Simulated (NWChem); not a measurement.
Program: NWChem. System: CHO2, charge 0, spin multiplicity 2, at a geometry optimised with UPBE0/def2-SVP. The structure started from a generated list of species. Its SCF solution wasn't tested for a lower state. Level: UB3LYP/def2-TZVP, VWN1-RPA local correlation.

Input file:

```
start mol
memory heap 200 mb stack 900 mb global 1100 mb
geometry units angstroms nocenter noautoz
  O     -0.945275     0.680764     0.000000
  C     -0.305506    -0.313274     0.000000
  O      0.994428    -0.492952     0.000000
  H      1.439817     0.377152     0.000000
  symmetry group Cs
end
basis spherical
  * library def2-tzvp
end
dft
  xc b3lyp
  odft
  mult 2
  semidirect memsize 60000000 filesize 0
  iterations 100
end
task dft energy
```

NWChem printed:

```
             Northwest Computational Chemistry Package (NWChem) 7.3.0
             --------------------------------------------------------

                                NWChem Input Module
                                -------------------

 Scaling coordinates for geometry "geometry" by  1.889725989
 (inverse scale =  0.529177249)

 Turning off AUTOSYM since
 SYMMETRY directive was detected!

                             Geometry "geometry" -> ""
                             -------------------------

 Output coordinates in angstroms (scale by  1.889725989 to convert to a.u.)

  No.       Tag          Charge          X              Y              Z
 ---- ---------------- ---------- -------------- -------------- --------------
    1 O                    8.0000    -0.94527500     0.68076400     0.00000000
    2 C                    6.0000    -0.30550600    -0.31327400     0.00000000
    3 O                    8.0000     0.99442800    -0.49295200     0.00000000
    4 H                    1.0000     1.43981700     0.37715200     0.00000000

 Effective nuclear repulsion energy (a.u.)      63.5645294110

            Nuclear Dipole moment (a.u.)
            ----------------------------
        X                 Y               Z
 ---------------- ---------------- ----------------
     0.0000094486     0.0000075589     0.0000000000

      Symmetry information
      --------------------

 Group name             Cs
 Group number              2
 Group order               2
 No. of unique centers     4

      Symmetry unique atoms

     1    2    3    4


 Summary of "ao basis" -> "" (spherical)
 ------------------------------------------------------------------------------
       Tag                 Description            Shells   Functions and Types
 ---------------- ------------------------------  ------  ---------------------
 *                         def2-tzvp                  on all atoms

                                 NWChem DFT Module
                                 -----------------

 Summary of "ao basis" -> "ao basis" (spherical)
 ------------------------------------------------------------------------------
       Tag                 Description            Shells   Functions and Types
 ---------------- ------------------------------  ------  ---------------------
 O                         def2-tzvp                11       31   5s3p2d1f
 C                         def2-tzvp                11       31   5s3p2d1f
 H                         def2-tzvp                 4        6   3s1p

 Summary of "ao basis" -> "ao basis" (spherical)
 ------------------------------------------------------------------------------
       Tag                 Description            Shells   Functions and Types
 ---------------- ------------------------------  ------  ---------------------
 O                         def2-tzvp                11       31   5s3p2d1f
 C                         def2-tzvp                11       31   5s3p2d1f
 H                         def2-tzvp                 4        6   3s1p

      Symmetry analysis of basis
      --------------------------

        a'         68
        a"         31

            General Information
            -------------------
          SCF calculation type: DFT
          Wavefunction type:  spin polarized.
          No. of atoms     :     4
          No. of electrons :    23
           Alpha electrons :    12
            Beta electrons :    11
          Charge           :     0
          Spin multiplicity:     2
          Use of symmetry is: on ; symmetry adaption is: on
          Maximum number of iterations: 100
          AO basis - number of functions:    99
                     number of shells:    37
          Convergence on energy requested:  1.00D-06
          Convergence on density requested:  1.00D-05
          Convergence on gradient requested:  5.00D-04

              XC Information
              --------------
                         B3LYP Method XC Potential
                     Hartree-Fock (Exact) Exchange  0.200
                        Slater Exchange Functional  0.800 local
                    Becke 1988 Exchange Functional  0.720 non-local
              Lee-Yang-Parr Correlation Functional  0.810
                  VWN I RPA Correlation Functional  0.190 local

             Grid Information
             ----------------
          Grid used for XC integration:  medium
          Radial quadrature: Mura-Knowles
          Angular quadrature: Lebedev.
          Tag              B.-S. Rad. Rad. Pts. Rad. Cut. Ang. Pts.
          ---              ---------- --------- --------- ---------
          O                   0.60       49           8.0       434
          C                   0.70       49           8.0       434
          H                   0.35       45           8.0       434
          Grid pruning is: on
          Number of quadrature shells:   192
          Spatial weights used:  Erf1

          Convergence Information
          -----------------------
          Convergence aids based upon iterative change in
          total energy or number of iterations.
          Levelshifting, if invoked, occurs when the
          HOMO/LUMO gap drops below (HL_TOL):  1.00D-02
          DIIS, if invoked, will attempt to extrapolate
          using up to (NFOCK): 10 stored Fock matrices.

                    Damping( 0%)  Levelshifting(0.5)       DIIS
                  --------------- ------------------- ---------------
          dE  on:    start            ASAP                start
          dE off:    2 iters        100 iters           100 iters
[...]
 Vector   12  Occ=1.000000D+00  E=-2.540198D-01  Symmetry=a'
              MO Center= -4.1D-01, -2.0D-01,  1.4D-15, r^2= 1.7D+00
   Bfn.  Coefficient  Atom+Function         Bfn.  Coefficient  Atom+Function
  ----- ------------  ---------------      ----- ------------  ---------------
    36      0.334471  2 C  s                 35      0.328802  2 C  s
    38     -0.281378  2 C  py                67     -0.263245  3 O  s
     7      0.245264  1 O  py                41     -0.242100  2 C  py
     6      0.192994  1 O  px                10      0.189684  1 O  py
    13      0.178701  1 O  py                96      0.167678  4 H  s

 Vector   13  Occ=0.000000D+00  E=-1.540437D-02  Symmetry=a"
              MO Center= -3.4D-01, -1.7D-01,  7.3D-14, r^2= 1.6D+00
   Bfn.  Coefficient  Atom+Function         Bfn.  Coefficient  Atom+Function
  ----- ------------  ---------------      ----- ------------  ---------------
    45      0.496602  2 C  pz                42      0.447351  2 C  pz
    39      0.407791  2 C  pz                14     -0.378460  1 O  pz
     8     -0.288875  1 O  pz                76     -0.276033  3 O  pz
    11     -0.230335  1 O  pz                70     -0.204912  3 O  pz
    73     -0.165489  3 O  pz                52     -0.034239  2 C  d -1

 Vector   14  Occ=0.000000D+00  E= 1.387362D-02  Symmetry=a'
              MO Center=  1.5D+00,  6.5D-01,  6.0D-17, r^2= 2.5D+00
   Bfn.  Coefficient  Atom+Function         Bfn.  Coefficient  Atom+Function
  ----- ------------  ---------------      ----- ------------  ---------------
    96      1.568325  4 H  s                 67     -0.907482  3 O  s
    75     -0.435279  3 O  py                74     -0.214233  3 O  px
    69     -0.190978  3 O  py                95      0.166161  4 H  s
     5     -0.153403  1 O  s                 72     -0.138379  3 O  py
    65     -0.131719  3 O  s                 44      0.126672  2 C  py

 Vector   15  Occ=0.000000D+00  E= 1.232642D-01  Symmetry=a'
              MO Center= -4.9D-01,  2.6D-01, -1.0D-13, r^2= 4.4D+00
   Bfn.  Coefficient  Atom+Function         Bfn.  Coefficient  Atom+Function
  ----- ------------  ---------------      ----- ------------  ---------------
    36      3.427587  2 C  s                  5     -2.512768  1 O  s
    44      1.177268  2 C  py                96     -0.785598  4 H  s
    41      0.608125  2 C  py                12     -0.571124  1 O  px
    13      0.560162  1 O  py                67     -0.519043  3 O  s
    74      0.409126  3 O  px                35      0.193933  2 C  s

                     DFT Final Beta Molecular Orbital Analysis
                     -----------------------------------------

 Vector    9  Occ=1.000000D+00  E=-4.805520D-01  Symmetry=a"
              MO Center=  8.4D-02, -9.6D-02,  2.0D-13, r^2= 1.5D+00
   Bfn.  Coefficient  Atom+Function         Bfn.  Coefficient  Atom+Function
  ----- ------------  ---------------      ----- ------------  ---------------
    70      0.302971  3 O  pz                73      0.251411  3 O  pz
    39      0.246180  2 C  pz                 8      0.242158  1 O  pz
    11      0.192914  1 O  pz                42      0.189596  2 C  pz
    76      0.150375  3 O  pz                14      0.100180  1 O  pz
    45      0.062260  2 C  pz

 Vector   10  Occ=1.000000D+00  E=-3.708506D-01  Symmetry=a'
              MO Center= -4.3D-01,  1.5D-01, -1.0D-13, r^2= 1.7D+00
   Bfn.  Coefficient  Atom+Function         Bfn.  Coefficient  Atom+Function
  ----- ------------  ---------------      ----- ------------  ---------------
     6      0.362336  1 O  px                 9      0.292696  1 O  px
    69     -0.212076  3 O  py                12      0.188201  1 O  px
    72     -0.172829  3 O  py                38      0.168960  2 C  py
    75     -0.110503  3 O  py                41      0.108277  2 C  py
     7      0.104867  1 O  py                35     -0.099193  2 C  s

 Vector   11  Occ=1.000000D+00  E=-3.703780D-01  Symmetry=a"
              MO Center= -4.5D-03,  8.8D-02,  1.0D-13, r^2= 1.8D+00
   Bfn.  Coefficient  Atom+Function         Bfn.  Coefficient  Atom+Function
  ----- ------------  ---------------      ----- ------------  ---------------
    70     -0.345324  3 O  pz                 8      0.342104  1 O  pz
    73     -0.287037  3 O  pz                11      0.279939  1 O  pz
    76     -0.218733  3 O  pz                14      0.184107  1 O  pz
    39      0.080589  2 C  pz                42      0.063470  2 C  pz
    54      0.030533  2 C  d  1              45      0.027951  2 C  pz

 Vector   12  Occ=0.000000D+00  E=-1.134663D-01  Symmetry=a'
              MO Center= -2.6D-01, -3.1D-01,  3.0D-14, r^2= 2.2D+00
   Bfn.  Coefficient  Atom+Function         Bfn.  Coefficient  Atom+Function
  ----- ------------  ---------------      ----- ------------  ---------------
    36      0.574789  2 C  s                 67     -0.469122  3 O  s
    96      0.357903  4 H  s                 35      0.341077  2 C  s
    38     -0.264838  2 C  py                13      0.216206  1 O  py
     7      0.201476  1 O  py                41     -0.194914  2 C  py
     5     -0.184939  1 O  s                 10      0.163404  1 O  py

 Vector   13  Occ=0.000000D+00  E= 7.807908D-03  Symmetry=a"
              MO Center= -3.3D-01, -1.7D-01, -2.9D-14, r^2= 1.7D+00
   Bfn.  Coefficient  Atom+Function         Bfn.  Coefficient  Atom+Function
  ----- ------------  ---------------      ----- ------------  ---------------
    45      0.550400  2 C  pz                42      0.436154  2 C  pz
    39      0.406070  2 C  pz                14     -0.392581  1 O  pz
     8     -0.283209  1 O  pz                76     -0.283583  3 O  pz
    11     -0.228422  1 O  pz                70     -0.203138  3 O  pz
    73     -0.164724  3 O  pz

 Vector   14  Occ=0.000000D+00  E= 2.659077D-02  Symmetry=a'
              MO Center=  1.4D+00,  5.9D-01,  1.5D-15, r^2= 2.9D+00
   Bfn.  Coefficient  Atom+Function         Bfn.  Coefficient  Atom+Function
  ----- ------------  ---------------      ----- ------------  ---------------
    96      1.587148  4 H  s                 67     -0.804987  3 O  s
    75     -0.434964  3 O  py                36     -0.331658  2 C  s
    74     -0.250976  3 O  px                69     -0.187045  3 O  py
    44      0.165424  2 C  py                68     -0.137605  3 O  px
    12     -0.130647  1 O  px                72     -0.129223  3 O  py

   alpha - beta orbital overlaps
   -----------------------------

   alpha      1      2      3      4      5      6      7      8      9     10
    beta      1      2      3      4      5      6      7      8      9     10
 overlap   1.000  1.000  1.000  0.999  0.999  0.996  0.994  0.967  1.000  0.969

   alpha     11     12     13     14     15     16     17     18     19     20
    beta     11     12     13     14     15     16     17     18     19     20
 overlap   1.000  0.975  0.999  0.987  0.986  0.966  1.000  0.967  0.998  0.982

   alpha     21     22     23     24     25     26     27     28     29     30
    beta     21     22     23     24     25     26     27     28     29     30
 overlap   0.983  1.000  0.997  0.992  1.000  0.845  0.847  0.992  0.999  0.994

   alpha     31     32     33     34     35     36     37     38     39     40
    beta     31     32     33     34     35     36     37     38     39     40
 overlap   0.992  1.000  0.998  0.999  0.999  0.992  1.000  0.995  0.998  0.999

   alpha     41     42     43     44     45     46     47     48     49     50
    beta     41     42     43     44     45     46     47     48     49     50
 overlap   0.997  0.998  0.999  1.000  1.000  1.000  1.000  1.000  0.999  0.999

   alpha     51     52     53     54     55     56     57     58     59     60
    beta     51     52     53     54     55     56     57     58     60     59
 overlap   0.999  1.000  1.000  0.999  0.999  0.992  0.996  0.994  0.740  0.997

   alpha     61     62     63     64     65     66     67     68     69     70
    beta     61     62     63     64     65     66     67     68     69     70
 overlap   0.742  0.993  0.993  0.992  1.000  0.999  1.000  1.000  0.998  0.999

   alpha     71     72     73     74     75     76     77     78     79     80
    beta     71     72     73     74     75     76     77     78     79     80
 overlap   1.000  1.000  0.998  1.000  0.998  1.000  0.998  0.998  1.000  0.988

   alpha     81     82     83     84     85     86     87     88     89     90
    beta     81     82     83     84     85     86     87     88     89     90
 overlap   0.988  1.000  1.000  0.999  0.997  0.996  0.998  0.997  0.999  1.000

   alpha     91     92     93     94     95     96     97     98     99
    beta     91     92     93     94     95     96     97     98     99
 overlap   1.000  1.000  1.000  0.999  0.999  1.000  1.000  1.000  1.000

     --------------------------
     Expectation value of S2:
     --------------------------
      <S2> =      0.7532 (Exact =     0.7500)

 center of mass
 --------------
 x =  -0.06000365 y =  -0.01575479 z =   0.00000000

 moments of inertia (a.u.)
 ------------------
          45.057479766374          58.743324441833           0.000000000000
          58.743324441833         118.820959906918           0.000000000000
           0.000000000000           0.000000000000         163.878439673292

     Multipole analysis of the density
     ---------------------------------

     L   x y z        total         alpha         beta         nuclear
     -   - - -        -----         -----         ----         -------
     0   0 0 0     -0.000000    -12.000000    -11.000000     23.000000

     1   1 0 0      0.780555      0.765557      0.014988      0.000009
     1   0 1 0      0.189748      0.433210     -0.243470      0.000008
     1   0 0 1     -0.000000     -0.000000     -0.000000      0.000000

     2   2 0 0    -12.261117    -39.012467    -36.429818     63.181168
     2   1 1 0      2.318417     15.016779     15.700324    -28.398687
     2   1 0 1      0.000000      0.000000      0.000000      0.000000
     2   0 2 0    -13.289495    -19.563648    -16.518585     22.792738
     2   0 1 1     -0.000000     -0.000000     -0.000000      0.000000
     2   0 0 2    -12.133817     -6.474735     -5.659082      0.000000

 Task  times  cpu:        2.3s     wall:        2.3s

 Total times  cpu:        2.3s     wall:        2.3s
```
